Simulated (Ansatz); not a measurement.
Basis-set extrapolation for CH5FS2Si (`C[Si](F)(S)S`) (PBE0-D4/def2-TZVP geometry, frozen core, the Gaussian-basis code of Ansatz). Multiplicity 1, RHF reference.

|  | def2-TZVPP | def2-QZVPP |
| --- | --- | --- |
| HF | -1224.464650 | -1224.502909 |
| MP2 correlation | -0.900325 | -0.977995 |
| CCSD(T) correlation | -0.991749 | not run |

Energies in hartree. Use E(X) = E(∞) + A·exp(−7.88·√X) for Hartree–Fock and E(X) = E(∞) + B·X^(−2.97) for correlation, with X = 3 and 4, and add CCSD(T) minus MP2 of the smaller set to the MP2 limit.

Question: What is the CCSD(T) energy at the basis-set limit?

Answer: HF limit: -1224.502909 + (-0.038259) × 0.13774 = -1224.50818. MP2 limit: -0.977995 + (-0.077670) × 0.74074 = -1.03553. Higher-order term: -0.991749 − (-0.900325) = -0.09142. Total: -1225.63513 hartree, 469.3 kJ/mol below CCSD(T)/def2-TZVPP.
